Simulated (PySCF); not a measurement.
C₄H₉O, SMILES CCC[CH]O, multiplicity 2. Geometry: PBE-D3(BJ)/def2-SVP. The isomer is the one that the SMILES or the coordinates give; other isomers of the formula were not compared. One conformer was computed; it need not be the lowest.

Computed equilibrium geometry at PBE-D3(BJ)/def2-SVP (PySCF confirms it by a frequency run) as a Z-matrix (one conformer of several):
```
C
H 1 1.1110
H 1 1.1123 2 106.02
C 1 1.5280 2 110.31 3 -119.21
H 4 1.1090 1 111.81 2 58.50
H 4 1.1103 5 107.52 1 122.36
H 4 1.1106 5 107.50 6 115.09
C 1 1.5480 2 108.04 3 116.60
H 8 1.1118 1 109.48 2 -177.57
H 8 1.1152 9 106.37 1 116.67
C 8 1.4878 9 108.68 10 117.15
O 11 1.3761 8 114.54 9 -169.52
H 12 0.9736 11 108.38 8 -174.41
H 11 1.1074 12 116.96 13 -25.09
```
Charge 0, spin multiplicity 2.
